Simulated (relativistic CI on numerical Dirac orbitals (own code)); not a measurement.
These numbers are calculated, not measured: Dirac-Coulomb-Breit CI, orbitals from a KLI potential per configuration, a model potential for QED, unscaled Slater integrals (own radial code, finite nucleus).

The strongest absorption lines from the ground level of an ion, among the configurations computed and to levels below about 422 eV (vacuum wavelength in nm, gf): 3.2854 (2.2), 3.3333 (0.16), 3.4210 (0.13), 3.5731 (0.19), 3.9179 (3.6), 4.0070 (0.14), 5.6135 (0.11), 5.6679 (0.48).

Q: Which ion is it?
A. Nb XVI
B. Nb XII
C. Nb XIV
D. Rh XVIII

A: C. Nb XIV has 28 electrons and the ground level 3p⁶3d¹⁰ ¹S0; the strongest line goes to 3p⁶3d⁹4f ¹P°1. The pattern of lines fixes the number of electrons, and along that sequence the line energies rise steadily with the charge (about as its square where n changes within one kind of shell, about linearly where n is kept but much faster in heavy ions where fine structure, which grows about as Z⁴, sets the gap, and irregularly where shells cross), which fixes Z. Configurations outside the model, such as inner-shell arrays, can give stronger lines. At this charge energies of transitions that change n are usually good to better than 1 %, and those within a shell (Δn = 0) to a few per cent.

LS names give the leading component of a level, which can be under half, so a name can repeat, a term be missing and a line seem to break the LS rules.
